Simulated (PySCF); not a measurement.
## Successive ionisation energies of antimony

Calculated with PySCF 2.14, two-component X2C-1e (Gaussian nucleus, no Breit or QED terms), each ion in its own even-tempered basis; GMP2 freezes the deep shells of the larger ions and drops the highest virtual spinors; eV.

```tsv
ion	configuration	GHF (spin-free)	GHF (screened spin-orbit)	GMP2 (screened spin-orbit)	NIST	kind
Sb³⁹⁺	[Ne] 3s2	2816.1	2816.1	2819.5	2815 ± 4	theoretical
Sb⁴⁰⁺	[Ne] 3s1	2900.0	2899.9	2900.6	2900 ± 0.5	semi-empirical
Sb⁴¹⁺	[Ne]	6801.2	6719.0	6720.5	6714 ± 4	theoretical
Sb⁴²⁺	[He] 2s2 2p5	7011.2	6934.7	6936.2	6929 ± 4	theoretical
Sb⁴³⁺	[He] 2s2 2p4	7223.9	7172.5	7172.2	7167 ± 4	theoretical
Sb⁴⁴⁺	[He] 2s2 2p3	7509.6	7396.0	7395.5	7390 ± 4	theoretical
Sb⁴⁵⁺	[He] 2s2 2p2	7728.6	7894.0	7896.3	7887 ± 4	theoretical
Sb⁴⁶⁺	[He] 2s2 2p1	7950.6	8146.9	8145.2	8140 ± 4	theoretical
Sb⁴⁷⁺	[He] 2s2	8462.0	8462.0	8468.3	8455 ± 4	theoretical
Sb⁴⁸⁺	[He] 2s1	8676.5	8676.5	8676.7	8669.5	theoretical
Sb⁴⁹⁺	1s2	35768.0	35768.0	35769.5	35710.0	theoretical
Sb⁵⁰⁺	1s1	36704.5	36704.5	36704.5	36668.2	theoretical
```

Where is the largest relative jump?

From Sb⁴⁸⁺ to Sb⁴⁹⁺: 8676.7 to 35769.5 eV, where the electron removed from 1s2 comes from a deeper shell or subshell.
